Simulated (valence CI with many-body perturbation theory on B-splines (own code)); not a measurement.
**As XX: electric-dipole lines**

Method: configuration interaction combined with many-body perturbation theory (CI+MBPT): four valence electrons over a frozen Dirac-Fock core [Ne], a basis of 11 s, 11 p, 10 d, 8 f, 5 g, 2 h functions for each j, with the one-electron correlation potential Σ1, the two-electron term Σ2, the three-electron term Σ3, Breit, model QED; selected CI, second order for the rest, scaled by the run's own slope (own B-spline code, finite nucleus).

No measured spectrum was set against this ion. As an estimate, levels of excited configurations hold to 0.05 to 0.15 % of their energy, terms of the ground configuration to about 0.5 %. Among the levels kept, up to 840 cm⁻¹ of a level comes from second order outside the variational space, and about a tenth of that is noise between levels of different J, which matters for small intervals.

Lines 201 to 250 of 567 in falling wavelength, among levels below 1863700 cm⁻¹, chosen from the strongest by gf and those to the six lowest levels. Wavelengths and rates use the calculated energies, so an error of 300 cm⁻¹ moves a line at 165.8 Å by 0.05 % and its rate by three times that or more. Electric multipoles are in the length gauge, E1 and E2 with the static RPA response of the core. Weak lines are less certain than strong ones. Lines between different terms over intervals too small for the method are left out, as are lines whose strength nearly cancels. Where a level lies close to another of its J and parity, the split of strength between their lines is uncertain. The highest levels of a list are the least certain.

Names give the largest LS component (configuration and term), which can be under half, so a name can repeat, a term be missing and a line seem to break the LS rules; names also repeat where a configuration has a term twice. Letters in brackets count levels of one name in rising energy.

| λ vac (Å) | Upper | Lower | A (s⁻¹) | S (a.u.) |
| --- | --- | --- | --- | --- |
| 165.8 | 3s2.3p.3d 3F°_2 | 3s2.3p2 3P_2 | 2.03e+09 | 2.29e-02 |
| 165.5 | 3s.3p2.3d 1F_3 [a] | 3s.3p3 1D°_2 | 4.79e+09 | 7.51e-02 |
| 165.5 | 3s.3p.3d2 3G°_3 [c] | 3s.3p2.3d 3D_2 [c] | 9.42e+09 | 1.47e-01 |
| 165.4 | 3s.3p2.3d 3P_1 [c] | 3s2.3p.3d 3P°_2 [b] | 3.75e+10 | 2.52e-01 |
| 165.3 | 3s.3p.3d2 3D°_1 | 3s.3p2.3d 3D_1 [a] | 9.17e+09 | 6.13e-02 |
| 164.9 | 3s.3p.3d2 3F°_4 | 3s.3p2.3d 1F_3 [a] | 4.55e+09 | 9.07e-02 |
| 164.7 | 3s.3p.3d2 5D°_4 [b] | 3s.3p2.3d 3G_5 | 3.30e+09 | 6.55e-02 |
| 164.7 | 3s.3p.3d2 5P°_3 [a] | 3s.3p2.3d 3G_4 | 5.79e+09 | 8.94e-02 |
| 164.6 | 3s.3p2.3d 3D_2 [d] | 3s2.3p.3d 3F°_2 | 2.62e+10 | 2.88e-01 |
| 164.5 | 3s.3p.3d2 5D°_3 [c] | 3s.3p2.3d 1G_4 | 5.76e+09 | 8.86e-02 |
| 164.4 | 3s.3p.3d2 5P°_3 [b] | 3s.3p2.3d 3G_4 | 5.83e+09 | 8.95e-02 |
| 164.3 | 3s.3p2.3d 3D_1 [c] | 3s2.3p.3d 3F°_2 | 2.60e+10 | 1.71e-01 |
| 164.1 | 3s.3p2.3d 3D_2 [e] | 3s2.3p.3d 3P°_2 [a] | 7.69e+09 | 8.39e-02 |
| 163.9 | 3s.3p2.3d 5F_1 | 3s.3p3 5S°_2 | 4.76e+07 | 3.10e-04 |
| 163.4 | 3s.3p.3d2 3D°_2 | 3s.3p2.3d 1F_3 [a] | 7.43e+09 | 8.00e-02 |
| 163.2 | 3s.3p2.3d 1D_2 [c] | 3s2.3p.3d 1F°_3 | 5.81e+10 | 6.23e-01 |
| 163.2 | 3s.3p2.3d 1D_2 [b] | 3s2.3p.3d 3P°_2 [a] | 6.92e+09 | 7.41e-02 |
| 163.0 | 3s2.3p.3d 3P°_1 | 3s2.3p2 1S_0 | 5.55e+07 | 3.56e-04 |
| 162.7 | 3s.3p.3d2 3G°_4 [a] | 3s.3p2.3d 3F_3 [b] | 3.14e+09 | 6.00e-02 |
| 162.6 | 3s.3p2.3d 1P_1 [b] | 3s2.3p.3d 3D°_1 | 1.00e+10 | 6.40e-02 |
| 162.6 | 3p3.3d 3D°_2 [b] | 3s.3p2.3d 3F_3 [a] | 1.13e+10 | 1.19e-01 |
| 162.4 | 3s.3p.3d2 5D°_3 [c] | 3s.3p2.3d 3D_3 [a] | 4.55e+09 | 6.73e-02 |
| 162.3 | 3s.3p3 3S°_1 | 3s2.3p2 3P_1 | 2.40e+10 | 1.52e-01 |
| 162.1 | 3s.3p2.3d 3P_0 [c] | 3s2.3p.3d 3P°_1 | 6.00e+10 | 1.26e-01 |
| 161.9 | 3s2.3d2 3P_2 | 3s2.3p.3d 1P°_1 | 1.48e+10 | 1.55e-01 |
| 161.9 | 3s.3p.3d2 3F°_4 | 3s.3p2.3d 3G_5 | 1.38e+10 | 2.59e-01 |
| 161.9 | 3s.3p2.3d 3F_2 [b] | 3s2.3p.3d 3F°_2 | 6.14e+09 | 6.42e-02 |
| 161.6 | 3s.3p2.3d 5F_2 | 3s.3p3 5S°_2 | 3.83e+08 | 3.99e-03 |
| 161.5 | 3s.3p.3d2 3H°_5 | 3s.3p2.3d 3G_5 | 4.48e+09 | 1.02e-01 |
| 161.5 | 3p3.3d 3F°_4 [b] | 3s.3p2.3d 3F_4 [a] | 3.36e+09 | 6.28e-02 |
| 161.3 | 3s2.3p.3d 3P°_2 [a] | 3s2.3p2 1D_2 | 7.68e+09 | 7.96e-02 |
| 160.7 | 3s.3p.3d2 3F°_4 | 3s.3p2.3d 3D_3 [a] | 8.58e+09 | 1.58e-01 |
| 160.7 | 3s.3p2.3d 3D_3 [d] | 3s2.3p.3d 3F°_4 | 9.78e+09 | 1.40e-01 |
| 160.6 | 3p3.3d 1D°_2 [b] | 3s.3p2.3d 3P_1 [a] | 1.12e+10 | 1.15e-01 |
| 160.4 | 3s.3p2.3d 3S_1 | 3s2.3p.3d 3F°_2 | 1.28e+10 | 7.81e-02 |
| 160.2 | 3s2.3p.3d 3F°_2 | 3s2.3p2 3P_1 | 9.56e+08 | 9.70e-03 |
| 160.2 | 3s2.3p.3d 3F°_3 | 3s2.3p2 3P_2 | 2.92e+09 | 4.14e-02 |
| 160.1 | 3p4 3P_1 | 3s.3p3 5S°_2 | 7.45e+06 | 4.53e-05 |
| 160.0 | 3s.3p2.3d 1F_3 [b] | 3s2.3p.3d 3P°_2 [b] | 6.85e+09 | 9.69e-02 |
| 159.7 | 3s.3p.3d2 5F°_3 [b] | 3s.3p2.3d 3P_2 [a] | 4.54e+09 | 6.39e-02 |
| 159.4 | 3s.3p2.3d 3F_4 [c] | 3s2.3p.3d 3F°_3 | 4.29e+09 | 7.72e-02 |
| 159.1 | 3s.3p.3d2 3H°_4 | 3s.3p2.3d 3G_3 | 2.63e+10 | 4.70e-01 |
| 159.1 | 3s2.3d2 1D_2 | 3s2.3p.3d 1P°_1 | 3.56e+10 | 3.54e-01 |
| 158.9 | 3s.3p2.3d 1P_1 [a] | 3s.3p3 1D°_2 | 3.02e+10 | 1.79e-01 |
| 158.9 | 3s.3p.3d2 5G°_4 | 3s.3p2.3d 5D_3 | 4.54e+09 | 8.09e-02 |
| 158.9 | 3p3.3d 3D°_3 [a] | 3p4 3P_2 | 4.04e+09 | 5.60e-02 |
| 158.6 | 3s.3p2.3d 3P_0 [a] | 3s.3p3 3P°_1 | 2.91e+10 | 5.73e-02 |
| 158.5 | 3s.3p.3d2 5D°_4 [b] | 3s.3p2.3d 3G_3 | 4.84e+09 | 8.57e-02 |
| 158.5 | 3p3.3d 1D°_2 [a] | 3p4 1D_2 | 5.33e+09 | 5.24e-02 |
| 158.3 | 3s.3p2.3d 5F_3 | 3s.3p3 5S°_2 | 7.34e+08 | 1.00e-02 |
